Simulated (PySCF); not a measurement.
C4H6OSe, SMILES C=C1OC[C@H]1[SeH].

Geometry optimised at PBE0-D3(BJ)/def2-SVP. The structure was generated by enumeration; whether it is a known compound was not checked. Other conformers were not sampled.

Two levels are set side by side: TDA-PBE/def2-SVPD (PySCF) and TDA-ωB97X/def2-SVPD (PySCF). Vertical, same geometry. The lowest singlet is HOMO→LUMO 58 %, HOMO→LUMO+1 40 % with PBE and HOMO−1→LUMO+1 41 %, HOMO−1→LUMO 35 % with the other functional; states are paired by order. Differences are taken from unrounded values.

```tsv
quantity	TDA-ωB97X
lowest singlet excitation (eV)	5.02
lowest triplet excitation (TDA) (eV)	4.16
first bright state (f over 0.05) (eV)	6.72
its oscillator strength	0.26
```

Question: What does TDA-PBE give, and how far is it from TDA-ωB97X? (The exact figures need the calculation; the answer reports its results.)

Answer: 
```json
[
 {"quantity": "lowest singlet excitation (eV)", "TDA-PBE": "4.40", "TDA-PBE minus TDA-ωB97X": "-0.62"},
 {"quantity": "lowest triplet excitation (TDA) (eV)", "TDA-PBE": "3.82", "TDA-PBE minus TDA-ωB97X": "-0.35"},
 {"quantity": "first bright state (f over 0.05) (eV)", "TDA-PBE": "4.98", "TDA-PBE minus TDA-ωB97X": "-1.75"},
 {"quantity": "its oscillator strength", "TDA-PBE": "0.07", "TDA-PBE minus TDA-ωB97X": "-0.19"}
]
```

Functionals without exact exchange tend to place singlet excitations lower, as here. Differences between two approximate levels are no errors against the true value.

Rough cost on one machine, each run with all the roots and properties that it gave: TDA-ωB97X against TDA-PBE about 6 times.
